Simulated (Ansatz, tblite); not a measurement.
Forces on Si30H34, a nanocrystal cut from hexagonal silicon at its PBE-D4/def2-SVP geometry. Total charge 0; singlet.

The xTB rows come from tblite. Single mean-field runs in def2-SVP are fitted with def2-universal-jkfit.

GFN2-xTB (tblite), largest force 0.75 eV/Å:

```xyz
64
positions Å, forces eV/Å
Si   -3.476   -1.602    2.540   -0.192   -0.089    0.141
Si   -2.107    0.185    3.222   -0.277   -0.133    0.342
Si   -0.080   -2.955    4.256   -0.002   -0.163    0.234
Si   -0.110   -0.602    4.223   -0.015   -0.134    0.414
Si   -3.605    2.263    0.340   -0.223    0.090   -0.103
Si   -1.606    1.479    1.325   -0.546    0.433    0.278
Si   -0.269    3.301    1.971    0.063    0.443    0.111
Si    1.740    0.175    2.993    0.090    0.132    0.461
Si    1.737    2.529    2.965    0.227    0.276    0.250
Si    0.175    4.589    0.054    0.010    0.254    0.003
Si    3.603    3.288    1.749    0.200    0.180    0.097
Si   -2.254   -2.946    1.045   -0.283   -0.256    0.256
Si   -0.258   -3.737    2.043   -0.025   -0.341    0.271
Si   -3.753   -0.872   -1.840   -0.223    0.079   -0.110
Si   -3.781    1.480   -1.871   -0.208    0.081   -0.102
Si   -1.754   -1.650   -0.851   -0.584   -0.376   -0.284
Si   -0.406    0.159   -0.201    0.015   -0.005    0.006
Si    1.592   -2.973    0.804    0.061   -0.483    0.034
Si    1.591   -0.622    0.787    0.433   -0.169    0.213
Si   -1.918    2.240   -3.089   -0.217    0.090   -0.114
Si    0.078    1.455   -2.098   -0.110    0.427   -0.606
Si    1.416    3.276   -1.454    0.129    0.442   -0.024
Si    3.434    0.151   -0.451    0.421    0.127   -0.211
Si    3.423    2.504   -0.464    0.338    0.275    0.024
Si   -0.566   -2.971   -2.389    0.029   -0.261   -0.378
Si    1.439   -3.761   -1.409    0.197   -0.344   -0.182
Si   -0.121   -1.650   -4.284   -0.006   -0.092   -0.237
Si    1.266    0.136   -3.637    0.101   -0.139   -0.427
Si    3.305   -3.004   -2.628    0.183   -0.166   -0.143
Si    3.273   -0.651   -2.658    0.318   -0.139   -0.264
H    -3.939   -2.407    3.729    0.014    0.354   -0.511
H    -4.692   -1.054    1.834    0.388   -0.279    0.375
H    -2.846    1.052    4.215    0.255   -0.270   -0.329
H    -1.220   -3.483    5.092    0.553    0.110   -0.196
H     1.217   -3.436    4.859   -0.615    0.108   -0.113
H    -0.032   -0.063    5.632   -0.017   -0.162   -0.449
H    -4.785    1.783    1.151    0.467    0.329   -0.273
H    -3.613    3.772    0.354   -0.090   -0.618    0.106
H    -1.033    4.125    2.981    0.245   -0.286   -0.322
H     3.024   -0.337    3.604   -0.411    0.152   -0.227
H     1.800    3.043    4.385   -0.023   -0.173   -0.444
H    -1.130    4.985   -0.592    0.544   -0.012    0.268
H     0.928    5.846    0.415   -0.430   -0.398   -0.209
H     3.664    4.796    1.767    0.150   -0.572    0.078
H     4.867    2.751    2.374   -0.451    0.386   -0.225
H    -3.090   -4.129    0.613    0.285    0.385    0.127
H    -0.277   -5.248    2.027    0.014    0.477   -0.004
H    -4.935   -1.390   -1.058    0.457    0.112   -0.423
H    -3.856   -1.406   -3.248   -0.056    0.120    0.619
H    -5.060    1.980   -2.503    0.367   -0.143    0.181
H     2.877   -3.449    1.440   -0.410    0.186   -0.203
H    -1.903    3.749   -3.118    0.025   -0.619   -0.130
H    -1.998    1.747   -4.513    0.070    0.333    0.534
H     1.754    4.085   -2.685   -0.107   -0.281    0.394
H     4.699   -0.361    0.198   -0.430    0.152   -0.189
H     4.590    3.002   -1.286   -0.367   -0.168    0.255
H    -1.425   -4.153   -2.774    0.277    0.385    0.144
H     1.407   -5.273   -1.396    0.008    0.477    0.008
H    -1.420   -1.100   -4.822    0.532   -0.281    0.081
H     0.532   -2.470   -5.369   -0.394    0.360    0.320
H     1.606    0.987   -4.839   -0.107   -0.265    0.406
H     4.572   -3.484   -1.964   -0.464    0.105   -0.419
H     3.267   -3.548   -4.035    0.183    0.116    0.556
H     4.441   -0.127   -3.463   -0.366   -0.157    0.263
```

r2SCAN-D4/def2-SVP (Ansatz), largest force 0.20 eV/Å:

```
Si -0.180 -0.031 0.057
Si -0.100 0.084 0.106
Si 0.031 -0.102 0.145
Si 0.020 0.034 0.159
Si -0.139 0.113 0.077
Si -0.027 0.028 0.031
Si -0.086 0.107 0.096
Si 0.130 -0.041 0.089
Si 0.034 0.058 0.149
Si -0.055 0.181 -0.028
Si 0.142 0.086 0.069
Si -0.109 -0.122 -0.037
Si 0.011 -0.161 0.022
Si -0.149 -0.103 -0.072
Si -0.135 0.053 -0.067
Si -0.030 -0.038 -0.014
Si -0.019 0.008 -0.010
Si 0.128 -0.077 0.064
Si 0.046 -0.018 0.022
Si -0.023 0.111 -0.158
Si 0.009 0.028 -0.041
Si 0.025 0.106 -0.128
Si 0.149 -0.041 0.049
Si 0.139 0.056 -0.065
Si -0.097 -0.122 -0.063
Si 0.023 -0.162 -0.003
Si -0.065 -0.033 -0.176
Si 0.024 0.082 -0.145
Si 0.133 -0.104 -0.063
Si 0.138 0.033 -0.081
H 0.054 0.094 -0.139
H 0.138 -0.068 0.089
H 0.083 -0.098 -0.112
H 0.135 0.061 -0.097
H -0.149 0.051 -0.064
H -0.011 -0.062 -0.161
H 0.138 0.066 -0.100
H -0.008 -0.183 -0.001
H 0.087 -0.092 -0.114
H -0.142 0.056 -0.068
H -0.008 -0.057 -0.163
H 0.156 -0.038 0.077
H -0.088 -0.147 -0.042
H -0.006 -0.177 -0.002
H -0.141 0.066 -0.070
H 0.094 0.133 0.049
H 0.000 0.173 0.002
H 0.138 0.063 -0.102
H 0.004 0.065 0.171
H 0.143 -0.056 0.071
H -0.142 0.053 -0.070
H -0.007 -0.183 -0.004
H 0.005 0.067 0.171
H -0.038 -0.091 0.139
H -0.140 0.056 -0.071
H -0.134 -0.055 0.094
H 0.097 0.133 0.043
H 0.003 0.173 -0.003
H 0.154 -0.069 0.055
H -0.076 0.096 0.127
H -0.038 -0.096 0.135
H -0.142 0.051 -0.080
H 0.006 0.063 0.165
H -0.134 -0.060 0.090
```

PBE0-D4/def2-SVP (Ansatz), largest force 0.19 eV/Å:

```
Si -0.126 -0.015 0.031
Si -0.053 0.069 0.055
Si 0.023 -0.072 0.102
Si 0.013 0.039 0.091
Si -0.087 0.078 0.068
Si 0.018 -0.007 0.009
Si -0.065 0.049 0.063
Si 0.078 -0.032 0.035
Si 0.005 0.025 0.097
Si -0.046 0.120 -0.024
Si 0.101 0.059 0.049
Si -0.060 -0.071 -0.043
Si 0.007 -0.100 -0.005
Si -0.095 -0.085 -0.046
Si -0.079 0.031 -0.039
Si 0.019 -0.007 0.009
Si -0.009 0.004 -0.005
Si 0.078 -0.027 0.039
Si 0.000 0.000 -0.001
Si 0.001 0.077 -0.111
Si 0.019 -0.007 0.009
Si 0.011 0.047 -0.090
Si 0.076 -0.031 0.040
Si 0.080 0.024 -0.055
Si -0.071 -0.071 -0.021
Si -0.001 -0.100 0.010
Si -0.053 -0.016 -0.118
Si 0.012 0.067 -0.076
Si 0.094 -0.073 -0.043
Si 0.080 0.038 -0.045
H 0.069 0.097 -0.145
H 0.149 -0.065 0.083
H 0.093 -0.109 -0.126
H 0.134 0.071 -0.111
H -0.155 0.059 -0.074
H -0.011 -0.069 -0.181
H 0.150 0.057 -0.105
H 0.004 -0.192 -0.005
H 0.096 -0.105 -0.128
H -0.160 0.063 -0.079
H -0.009 -0.065 -0.182
H 0.157 -0.051 0.078
H -0.084 -0.162 -0.040
H -0.018 -0.186 -0.007
H -0.153 0.063 -0.076
H 0.105 0.150 0.054
H 0.002 0.194 0.002
H 0.151 0.069 -0.097
H 0.016 0.071 0.178
H 0.161 -0.063 0.080
H -0.160 0.062 -0.079
H -0.003 -0.192 0.008
H 0.009 0.059 0.183
H -0.043 -0.103 0.155
H -0.160 0.063 -0.080
H -0.150 -0.063 0.105
H 0.108 0.150 0.049
H 0.003 0.193 -0.002
H 0.156 -0.065 0.068
H -0.072 0.099 0.142
H -0.044 -0.107 0.152
H -0.153 0.059 -0.078
H -0.006 0.073 0.173
H -0.150 -0.067 0.102
```
